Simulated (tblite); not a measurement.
C5H6N2Si (charge -1 and doublet state).
SMILES with atom numbers: `[CH:1]#[C:2][SiH2:3][C@@H:4]([C:5]=[N-:6])[N:7]=[CH2:8]` (hydrogens: H9 on C1; H10, H11 on Si3; H12 on C4; H13, H14 on C8)
Bond orders are those of one Lewis drawing.

Computed with GFN2-xTB (tblite), gas phase: L-BFGS steps from a force-field or distance-geometry start until the largest atomic force falls under 0.01 eV/Å.

Step 14: E = -580.6225 eV
```
atom  x, y, z in Å  |  force x, y, z in eV/Å
C1      3.4906    0.3480    1.0898   -0.100  -0.049  -0.068
C2      2.5214   -0.0688    0.4776    0.069  -0.025   0.017
Si3     1.0779   -0.7320   -0.4243   -0.076   0.013   0.061
C4     -0.5623    0.1344    0.1554    0.039   0.023  -0.101
C5     -0.5276    1.5216   -0.1728   -0.092   0.032   0.202
N6     -0.6629    2.6468   -0.4082    0.107   0.005  -0.151
N7     -1.6870   -0.4241   -0.5294   -0.011  -0.018  -0.047
C8     -2.8189   -0.4776    0.1187    0.099  -0.042   0.012
H9      4.3239    0.7096    1.6219   -0.029   0.009   0.012
H10     0.9582   -2.1893   -0.1986    0.035   0.040  -0.045
H11     1.1597   -0.4930   -1.9002   -0.079  -0.010   0.101
H12    -0.6542    0.0594    1.2628    0.043   0.078  -0.016
H13    -3.6739   -0.9245   -0.3685    0.040   0.058  -0.008
H14    -2.9455   -0.1111    1.1440   -0.045  -0.115   0.031
```

Step 15: E = -580.6279 eV
```
atom  x, y, z in Å  |  force x, y, z in eV/Å
C1      3.4896    0.3489    1.0898   -0.176  -0.088  -0.116
C2      2.5221   -0.0707    0.4749    0.122   0.002   0.054
Si3     1.0735   -0.7340   -0.4209   -0.008  -0.019   0.017
C4     -0.5565    0.1379    0.1618   -0.054   0.051  -0.132
C5     -0.5215    1.5236   -0.1737   -0.077   0.064   0.167
N6     -0.6551    2.6465   -0.4218    0.105  -0.021  -0.131
N7     -1.6818   -0.4183   -0.5223   -0.049  -0.038  -0.149
C8     -2.8172   -0.4767    0.1173    0.105  -0.068   0.035
H9      4.3208    0.7097    1.6258   -0.028   0.010   0.008
H10     0.9584   -2.1962   -0.1996    0.030   0.099  -0.058
H11     1.1410   -0.4852   -1.9006   -0.065  -0.035   0.154
H12    -0.6575    0.0697    1.2639    0.068   0.064   0.114
H13    -3.6707   -0.9216   -0.3767    0.075   0.071  -0.003
H14    -2.9459   -0.1340    1.1505   -0.049  -0.091   0.041
```

Task: Estimate the geometry and energy of step 16. (The exact step hangs on the optimiser's Hessian estimate; all steps are aligned on step 15, rigid shifts and turns removed.)

Result: E = -580.6348 eV, largest force 0.234 eV/Å
```
atom  x, y, z in Å  |  force x, y, z in eV/Å
C1      3.4874    0.3492    1.0889   -0.177  -0.096  -0.115
C2      2.5233   -0.0742    0.4711    0.122   0.008   0.056
Si3     1.0678   -0.7366   -0.4161    0.064  -0.042  -0.039
C4     -0.5503    0.1426    0.1681   -0.159   0.080  -0.091
C5     -0.5150    1.5268   -0.1715   -0.043   0.103   0.068
N6     -0.6430    2.6453   -0.4420    0.096  -0.032  -0.090
N7     -1.6751   -0.4106   -0.5165   -0.114  -0.041  -0.196
C8     -2.8136   -0.4770    0.1166    0.124  -0.097   0.042
H9      4.3157    0.7098    1.6305   -0.040   0.005  -0.006
H10     0.9592   -2.2028   -0.2020    0.019   0.142  -0.062
H11     1.1155   -0.4759   -1.8980   -0.038  -0.059   0.190
H12    -0.6604    0.0851    1.2668    0.086   0.023   0.216
H13    -3.6646   -0.9164   -0.3873    0.089   0.071  -0.003
H14    -2.9474   -0.1657    1.1596   -0.029  -0.064   0.030
```

The energy changes by -0.0069 eV. The first-order estimate −F·Δx gives -0.0093 eV and the mean of the old and new forces, exact on a quadratic surface, -0.0069 eV. The step makes an angle of 73° with the force vector and moves no atom by more than 0.033 Å.

The cost below is that of the whole relaxation. Time: 0.62 s. Hardware: Arm Neoverse V2, one thread, no GPU (shared host).
